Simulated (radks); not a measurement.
Neutral erbium inside a hard spherical wall (all orbitals vanish at R), configuration held at [Xe] 4f12 6s2 and not refilled when levels cross. Calculated with a radial shooting solver on a logarithmic mesh with Libxc functionals: scalar-relativistic Kohn-Sham, PBEsol, spin-polarised, spherical densities, finite nucleus; open shells are filled with parallel spins first (spin-orbit coupling, left out, can overturn this in heavy ions); Fermi nuclear charge, rms radius 5.2516 fm. Eigenvalues in eV for spin up, with the zero of energy where the potential of the charges vanishes at infinity; a dash marks a level that is unbound or too diffuse for the functional's potential to be trusted. A positive occupied level is held by the wall or, in an anion where self-interaction has pushed it up, behind a barrier. The pressure on the wall is -dE/dV.

| R (bohr) | E (hartree) | kinetic (hartree) | e(5s) | e(5p) | e(4f) | e(6s) | e(6p, empty) | e(5d, empty) | pressure (GPa) |
|---|---|---|---|---|---|---|---|---|---|
| free | -13080.8751 | 14177.860 | -52.298 | -26.711 | -3.893 | -3.874 | - | - | 0 |
| 12 | -13080.8748 | 14177.863 | -52.270 | -26.683 | -3.865 | -3.853 | -1.024 | -0.950 | 0.00470 |
| 10 | -13080.8730 | 14177.879 | -52.156 | -26.570 | -3.754 | -3.763 | -0.788 | -0.829 | 0.0484 |
| 6 | -13080.7774 | 14178.348 | -50.147 | -24.613 | -1.769 | -1.457 | 3.283 | 1.283 | 6.12 |
| 5 | -13080.6124 | 14178.993 | -48.412 | -22.966 | 0.009 | 1.537 | 7.966 | 3.353 | 25.2 |
| 4 | -13080.0869 | 14180.969 | -44.946 | -19.704 | 3.783 | 9.608 | 19.594 | 7.959 | 138 |
| 1.5 | -13016.0031 | 14383.314 | 97.016 | 144.37 | 132.65 | 462.67 | 518.62 | 217.61 | 184000 |
